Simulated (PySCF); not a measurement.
# Copper: a sound run and one with changed settings

Sound run: Cu²⁺ [Ar] 3d9, Cu³⁺ [Ar] 3d8. Computed with PySCF 2.14 in def2-TZVP, with no relativity, point nucleus. The sound run starts from symmetry-adapted Hartree-Fock orbitals and uses a fine grid where one is needed.

A second run was set up differently.

```tsv
species	method	sound run (hartree)	changed run (hartree)	converged
Cu²⁺	UHF	-1638.04586	-1638.04355	no
Cu²⁺	r2SCAN	-1639.41652	-1639.14320	no
Cu²⁺	M06-2X	-1639.42803	-1639.41993	no
Cu³⁺	UHF	-1636.78451	-1636.78190	no
Cu³⁺	r2SCAN	-1638.06608	-1638.00454	no
Cu³⁺	M06-2X	-1638.06873	-1638.06372	no
```

Q: What was changed?
A. too few SCF iterations
B. radial grid too coarse
C. a valence shell is frozen
D. all electrons correlated in a valence basis

A: A. It used initial guess minao, at most 3 SCF cycles. The SCF was stopped early; the energies are upper bounds that still move, and correlated levels were skipped or rest on poor orbitals.
